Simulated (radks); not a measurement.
Values are calculated unless marked as measured or tabulated.
All-electron atom: He+ in 1s1 (the NIST ground configuration).

Code: a radial shooting solver on a logarithmic mesh with Libxc functionals. Model: scalar-relativistic Kohn-Sham, PBE, spin-polarised, spherical densities, point nucleus; open shells are filled with parallel spins first.

Energy parts (eV):
total: -54.256
kinetic: 54.101
electron-nucleus: -108.508
Hartree: 16.845
exchange-correlation: -16.694

Orbitals (lengths in bohr, moments of r in powers of bohr; <r^-3> diverges for s and p1/2):
orbital  occ.  eigenvalue (eV)  <r^-3>
1s up       1         -42.0406       -

The highest occupied level is 1s up at -42.041 eV. Spin moment in Bohr magnetons: 1. For comparison, the ionisation energy in NIST's Atomic Spectra Database is 54.418 eV (theoretical). In exact Kohn-Sham theory the highest level is minus the ionisation energy, but local and semilocal functionals leave it too shallow, through self-interaction and a potential that decays too fast; potentials with the right tail come closer.
